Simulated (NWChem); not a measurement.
# Total energies of diselenium (Se2)

```
Se
Se 1 2.1994
```
Charge 0, spin multiplicity 3.

All runs are NWChem calculations. All single points use one geometry, from UPBE/def2-SVP, a minimum by its harmonic frequencies.

Basis set: def2-SVP (64 functions).

```
method   total energy (Ha)  relative cost
-------  -----------------  -------------
UHF            -4799.10615              1
UMP2           -4799.55373        under 3
UB2PLYP        -4801.74687        under 3
UPBE           -4801.81248        under 3
UB3LYP         -4802.59482        under 3
UBLYP          -4802.60908        under 3
```

Total energies of different functionals aren't comparable as a measure of quality: only differences taken within one method are. The cost column gives rough processor time relative to UHF; each entry includes its own SCF.

The Hamiltonian is non-relativistic. The correlated methods keep 18 core orbitals frozen. B3LYP has NWChem's definition, with VWN1-RPA local correlation. The unpaired electrons of the parent sit in orbitals of symmetry b2g and b3g (D2h labels of the run); other states weren't searched. The stability of the SCF solutions was not checked. Open-shell Hartree-Fock references start from PBE0 orbitals; any time given for them includes that run.
